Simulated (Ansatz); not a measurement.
Input for Ansatz (an electronic-structure program): R-PBE0/def2-TZVPP on ClGeH2N (SMILES [NH2][Ge][Cl]), a point of a torsion scan.

Ansatz 0.2 input:
```yaml
crystal:
  periodic: [false, false, false]
  atoms:
    - {symbol: N, position_ang: [-0.79485535, -0.09480660, 0.15426125]}
    - {symbol: Ge, position_ang: [0.89106239, -0.69733751, 0.59474153]}
    - {symbol: Cl, position_ang: [1.44805460, -1.54136980, -1.33940329]}
    - {symbol: H, position_ang: [-1.05160095, 0.87875892, 0.23109775]}
    - {symbol: H, position_ang: [-1.22299852, -0.44272595, -0.69655379]}
basis:
  gaussian:
    orbitals: def2-TZVPP
hamiltonian:
  xc: {name: PBE0}
scf: {lower_state_search: off}
```

It printed:

```
WARN ansatz: RAYON_NUM_THREADS=1 ignored (pool sized by the plan → 1); use --threads N
Functional definition: PBE0
these checks for a lower state are left out or cut short: stability, starts, cluster_reference, orbital_swaps, neighbouring_geometries, increment
integrals: 0.07 GiB planned
999 factors; their error is unknown
mean field: 0.61 GiB planned
mean field evaluation 1: about -70545.3630 eV, gradient 6.3e1 eV
mean field evaluation 2: about -70510.7926 eV, gradient 1.2e2 eV
mean field evaluation 4: about -70552.6033 eV, gradient 7.7e0 eV
mean field evaluation 8: about -70552.7284 eV, gradient 1.2e-1 eV
mean field evaluation 16: about -70553.0353 eV, gradient 1.6e-4 eV
mean field -70553.03533834 eV, -2592.7762261189 hartree, gradient 5.9e-6 eV, S^2 0.000000; 0 other end points of the search recorded, 0 dependent functions left out
reference -70553.03536119 eV, -2592.7762269587 hartree; 29, 29 occupied and 120, 120 virtual orbitals, 999 factors
Total energy: -70553.03536119 eV, -2592.7762269587 hartree
Checks for a lower state left out: stability, starts, cluster_reference, orbital_swaps, neighbouring_geometries, increment
```

The run converged.

Cost: about 2.1 core-seconds (a rough figure).
